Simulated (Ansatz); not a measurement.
`O[SiH](Cl)O[SiH2]Cl`. Charge 0, multiplicity 1. The structure was optimised at the PBE0-D4/def2-TZVP level. It is one conformer, not always the lowest.

```xyz
10

O     1.288   -0.481    1.728
Si    0.911    0.772    0.771
Cl   -0.607    1.878    1.596
O     0.410    0.295   -0.704
Si   -0.844   -0.445   -1.431
Cl   -1.574   -1.913   -0.186
H     0.607   -1.123    1.940
H     2.112    1.600    0.629
H    -0.360   -1.091   -2.665
H    -1.944    0.508   -1.679
```

**Question.** What is the dipole moment at B3LYP/def2-TZVPP? (An estimate is asked.)

**Answer.** The calculation gave: 1.11 D, with components (-0.17, -0.40, -1.02) D in this frame, pointing from negative to positive charge.

**Question.** And with PBE, r2SCAN, ωB97M-V? (Best estimate.)

**Answer.** Ansatz gave: PBE 1.03 D, r2SCAN 1.07 D, ωB97M-V 1.10 D.

**Question.** Give the Mulliken charges with B3LYP, PBE, ωB97M-V in def2-TZVPP. (Best estimate.)

**Answer.** Computed: 
```tsv
atom	B3LYP	PBE	ωB97M-V
O1	-0.37	-0.33	-0.36
Si2	0.68	0.56	0.58
Cl3	-0.25	-0.22	-0.21
O4	-0.37	-0.29	-0.37
Si5	0.55	0.47	0.45
Cl6	-0.26	-0.23	-0.23
H7	0.19	0.19	0.19
H8	-0.06	-0.06	-0.01
H9	-0.05	-0.05	-0.01
H10	-0.05	-0.05	-0.01
```

B3LYP here is the variant with VWN-RPA as its local correlation; programs differ in this.
